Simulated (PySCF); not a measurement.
Pb3 at several levels of theory

Computed with PySCF 2.14.0 (density fitting, no spin-orbit coupling) at the geometry relaxed with BP86:

```xyz
3
Pb3 (triplet)
Pb    1.7524    0.0000    0.0000
Pb   -0.8762    1.5176    0.0000
Pb   -0.8762   -1.5176    0.0000
```

```json
{"level": "BP86", "basis": "Pb def2-SVP with ECP60", "state": "triplet", "HOMO (eV)": "-4.60", "gap (eV)": "0.60", "charge on Pb1 (e)": "0.00", "dipole about the centre of mass (D)": "0.00", "largest force component (eV/Å)": "0.02"}
{"level": "BP86", "basis": "Pb def2-TZVP with ECP60", "state": "triplet", "HOMO (eV)": "-4.59", "gap (eV)": "0.62", "charge on Pb1 (e)": "0.00", "dipole about the centre of mass (D)": "0.00", "largest force component (eV/Å)": "0.15"}
{"level": "BP86", "basis": "Pb x2c-SVPall", "state": "triplet", "HOMO (eV)": "-4.63", "gap (eV)": "0.57", "charge on Pb1 (e)": "0.00", "dipole about the centre of mass (D)": "0.00", "largest force component (eV/Å)": "0.27"}
```

HOMO and gap are taken over both spins. Charges are Mulliken's, which hang on the basis. The relaxation used the grid (50, 194), these runs (75, 302) or, all-electron (x2c bases, spin-free X2C Hamiltonian), (99, 590).

Q: Order these levels, in the first row's basis, by the HOMO–LUMO gap they give here, smallest first.
A. CAM-B3LYP
B. PBE0
C. revPBE
D. B3LYP

A: C (0.63 eV), D (1.51 eV), B (1.84 eV), A (3.57 eV).

Q: And their other results?

A: 
| level | state | HOMO (eV) | gap (eV) | charge on Pb1 (e) | dipole about the centre of mass (D) | largest force component (eV/Å) |
| --- | --- | --- | --- | --- | --- | --- |
| PBE0 | triplet | -5.03 | 1.84 | 0.00 | 0.00 | 0.31 |
| revPBE | triplet | -4.33 | 0.63 | 0.00 | 0.00 | 0.14 |
| CAM-B3LYP | triplet | -5.88 | 3.57 | 0.00 | 0.00 | 0.43 |
| B3LYP | triplet | -4.93 | 1.51 | 0.00 | 0.01 | 0.03 |

Open shells may have lower solutions than the one found.
